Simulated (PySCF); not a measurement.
HLiO (SMILES [Li][OH]), singlet, geometry from GFN2-xTB (such geometries of metal compounds can be far from the true shape), with bond 1-2 at 2.0 times its length. Base run: B3LYP/aug-cc-pVDZ (PySCF).

Geometry (Å):
```xyz
3

Li     0.0000     0.0000    -2.7469
O      0.0000     0.0000     0.3021
H      0.0000     0.0000     1.2508
```
All else is at PySCF's defaults.
Base energy -83.28609 Eh.

Each row names what was changed in the base input (with any setting that the change needs).

| change | ΔE vs base (µEh) | SCF cycles |
|---|---|---|
| base | 0.0 | 10 |
| init_guess = huckel | 0.0 | 11 |
| solver = newton | 0.0 | - |
| conv_tol = 1e-11 | 0.0 | 11 |
| diis_space = 12 | 0.0 | 10 |
| init_guess = vsap | 0.0 | 13 |
| level_shift = 0.3 (with mf.max_cycle = 100) | 0.0 | 20 |
| conv_tol = 1e-7 | 0.1 | 8 |
| level_shift = 1.0 (with mf.max_cycle = 100) | 0.0 | 84 |
| conv_tol_grad = 1e-7 | 0.0 | 12 |
| level_shift = 0.5 (with mf.max_cycle = 100) | 0.0 | 43 |
| conv_tol = 1e-4 | 0.3 | 7 |
| diis_space = 4 | 0.0 | 10 |
